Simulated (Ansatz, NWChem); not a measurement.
Exact exchange and the HOMO–LUMO gap of TlCl

TlCl has 2 atoms, charge 0, and is taken as a singlet. SMILES: `[Cl][Tl]`. Geometry: the measured bond length.

The HOMO–LUMO gap y, in eV, basis def2-TZVPP with a core potential; a is the functional's share of exact exchange. Programs: Ansatz 0.2.0, NWChem 7.3.0.

| functional | program | a | y (eV) |
| --- | --- | --- | --- |
| TPSS | NWChem | 0 | 4.20 |
| BLYP | Ansatz | 0 | 3.90 |
| B3LYP | Ansatz | 0.2 | 5.26 |
| r2SCAN0 | Ansatz | 0.25 | 6.11 |
| PBE0 | Ansatz | 0.25 | ? |
| BHLYP | Ansatz | 0.5 | 7.22 |

Problem. Fit y = c + s·a to the known rows and predict PBE0.

Solution. 
1. Means of the 5 rows: a = 0.1900, y = 5.338.
2. Σ(Δa)² = 0.172, Σ(Δa·Δy) = 1.1184, so the slope is 1.1184/0.172 = 6.5023.
3. Intercept: 5.338 − (6.5023) × 0.1900 = 4.103. The largest residual of the fit is 0.38.
4. PBE0: 4.103 + (6.5023) × 0.25 = 5.73 eV.

The run gave 5.73 eV, so the prediction is off by 0.00 eV: they agree to the digits shown. Exact exchange lowers occupied levels and raises empty ones.
